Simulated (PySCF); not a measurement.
1,1,2-trichloroprop-1-ene (C₃H₃Cl₃), SMILES C(Cl)(=C(Cl)Cl)C.

The structure is a stationary point at PBE-D3(BJ)/def2-SVP.

All values below come from TDA-M06-2X/def2-SVPD in PySCF 2.14.0.

Vertical excitations.  State labels are in the subgroup Cs.

| state | symmetry | energy (eV) | λ (nm) | f | main pairs |
|---|---|---|---|---|---|
| S1 | A" | 5.48 | 226 | 0.000 | HOMO→LUMO+1 80 % |
| S2 | A" | 5.94 | 209 | 0.000 | HOMO→LUMO+2 77 % |
| S3 | A' | 6.55 | 189 | 0.552 | HOMO→LUMO 92 % |
| S4 | A" | 6.92 | 179 | 0.025 | HOMO→LUMO+3 76 %, HOMO→LUMO+4 12 % |
| S5 | A" | 7.05 | 176 | 0.000 | HOMO−1→LUMO 97 % |
| S6 | A' | 7.39 | 168 | 0.002 | HOMO−1→LUMO+1 60 %, HOMO−1→LUMO+2 12 % |
| S7 | A" | 7.42 | 167 | 0.000 | HOMO→LUMO+4 56 %, HOMO−2→LUMO+2 10 % |
| S8 | A' | 7.45 | 166 | 0.012 | HOMO−1→LUMO+2 46 %, HOMO−3→LUMO+2 13 %, HOMO−1→LUMO+1 9 %, HOMO−4→LUMO+1 9 % |
| S9 | A" | 7.72 | 161 | 0.000 | HOMO−3→LUMO 85 % |
| S10 | A" | 7.93 | 156 | 0.003 | HOMO→LUMO+5 36 %, HOMO−2→LUMO+2 14 %, HOMO→LUMO+4 10 %, HOMO→LUMO+3 9 % |
| T1 | A' | 3.95 | 314 | 0 | HOMO→LUMO 95 % |
| T2 | A" | 5.12 | 242 | 0 | HOMO→LUMO+1 80 % |
| T3 | A" | 5.50 | 226 | 0 | HOMO→LUMO+2 76 % |
| T4 | A' | 6.73 | 184 | 0 | HOMO−1→LUMO+2 51 %, HOMO−3→LUMO+2 11 % |
Triplets are in the Tamm–Dancoff approximation.
